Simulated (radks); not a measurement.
Species: Er49+. Configuration: [Ar] 3d1.

All-electron calculation, Dirac Kohn-Sham, BLYP, spin-unpolarised, spherical densities, finite nucleus; open shells fill j = l - 1/2 first; Fermi nuclear charge, rms radius 5.2516 fm. Program: a radial shooting solver on a logarithmic mesh with Libxc functionals.

Energy parts (hartree):
total: -10876.8638
kinetic: 12205.1486
electron-nucleus: -24355.9171
Hartree: 1440.4287
exchange-correlation: -166.5240

Orbitals (lengths in bohr, moments of r in powers of bohr; r(90%) holds 90 % of the orbital's charge):
| orbital | occ. | eigenvalue (hartree) | <r^4> | <r> | r(90%) | small-component weight |
|---|---|---|---|---|---|---|
| 1s1/2 | 2 | -2224.098 | 8.642e-07 | 0.02037 | 0.0369 | 6.48e-02 |
| 2s1/2 | 2 | -468.9158 | 0.0001280 | 0.08518 | 0.132 | 1.47e-02 |
| 2p1/2 | 2 | -453.2355 | 0.00007795 | 0.07086 | 0.117 | 1.47e-02 |
| 2p3/2 | 4 | -419.0214 | 0.0001054 | 0.07793 | 0.126 | 1.35e-02 |
| 3s1/2 | 2 | -178.9779 | 0.003746 | 0.2101 | 0.306 | 5.47e-03 |
| 3p1/2 | 2 | -172.9346 | 0.003206 | 0.1984 | 0.296 | 5.41e-03 |
| 3p3/2 | 4 | -164.4052 | 0.003910 | 0.2095 | 0.311 | 5.10e-03 |
| 3d3/2 | 1 | -155.5674 | 0.002394 | 0.1807 | 0.277 | 4.94e-03 |
| 3d5/2 | 0 | -153.5647 | 0.002545 | 0.1842 | 0.281 | 4.85e-03 |

The highest occupied level is 3d3/2 at -4233.2 eV. The electron density at the nucleus is 8.724e+05 e/bohr^3. For comparison, the ionisation energy in NIST's Atomic Spectra Database is 4294 eV (theoretical). In exact Kohn-Sham theory the highest level is minus the ionisation energy, but local and semilocal functionals leave it too shallow, through self-interaction and a potential that decays too fast; potentials with the right tail come closer. The density falls to 0.001 e/bohr^3 at r = 0.65 bohr. Summed over all electrons, <r^2> = 0.4932 bohr^2, which gives a Langevin (diamagnetic) susceptibility term of -0.391 x 10^-6 cm^3/mol.

Beside tabulated values, note that spin-unpolarised runs miss the spin-polarisation part of the exchange energy of open shells.
